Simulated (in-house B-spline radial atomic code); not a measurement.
## RPA and G0W0 on HSE06: In2+

Configuration [Kr] 4d10 5s1, highest spin, mean-field start HSE06. Computed with an all-electron radial atomic-structure program (B-spline basis): all electrons, scalar-relativistic (spin-free one-electron X2C), finite nucleus, each spin shell either full or empty, empty states to l = 9 with an (l + 1/2)⁻⁴ tail; G0W0 by contour deformation at full frequency.

RPA overbinds a lone outer s electron by self-correlation, and G0W0 tends to as well.

Command:
```bash
python run_gw.py task.json out
```
Settings (radii: box in bohr, nucleus in fm):
```
Z                        49
electrons                47
configuration            [Kr] 4d10 5s1
hamiltonian              x2c
method                   hse06
lmax                     9
rms_radius               4.6156
spin_polarised           True
box_radius               17.55
intervals                69
ion_configuration        [Kr] 4d10
```

Cost of the run: 9.5 s on 1 thread of Arm Neoverse V2, on a shared host.

Energies (hartree):

```
                                     term        value
                         mean-field total  -5879.70486
Hartree-Fock functional on these orbitals  -5877.48754
                      direct second order      -4.1354
                    second-order exchange        1.151
                         SOSEX correction       1.0699
```

Question: What is the RPA correlation energy, and what remains with SOSEX?

Answer: RPA gives -3.6335 hartree (-2.1 eV per electron); RPA + SOSEX gives -2.5636, and the second-order doubles -2.9844 hartree (no singles). RPA lacks exchange-type terms and so overcorrelates at short range.

Quasi-particle levels (eV):

```tsv
level	occupied	mean field	Σx - vxc	Σc	QP weight	G0W0
5s up	yes	-24.632	-2.26	?	?	?
4d down	yes	-38.41	-6.70	0.78	0.908	-44.33
4d up	yes	-38.67	-6.70	0.77	0.888	-44.59
5s down	no	-22.014	5.53	-2.59	0.938	-19.073
```

G0W0 = mean field + (Σx - vxc) + Σc, with Σc (partial-wave tail included) taken at the quasi-particle energy. Only the outer levels were computed. Levels of low weight are left out.

Question: Where does G0W0 put 5s up?

Answer: At -28.661 eV, with Σc = -1.77 eV and a quasi-particle weight of 0.956. The tabulated removal energy is 28.044 eV (NIST, measured); the calculation leaves out spin-orbit coupling, Breit and QED terms, and what these don't explain is the method's own error.

Question: What does it cost to remove one electron (to [Kr] 4d10) by differences of total energies, each species on its own start (correlation terms add to the Hartree-Fock functional)?

Answer: HSE06 28.255 eV, Hartree-Fock functional 26.569 eV, + RPA 28.537 eV, + RPA + SOSEX 27.859 eV, + second order 28.854 eV. Tabulated: 28.044 eV (NIST, measured); the calculation leaves out spin-orbit coupling, Breit and QED terms, and what these don't explain is the method's own error.
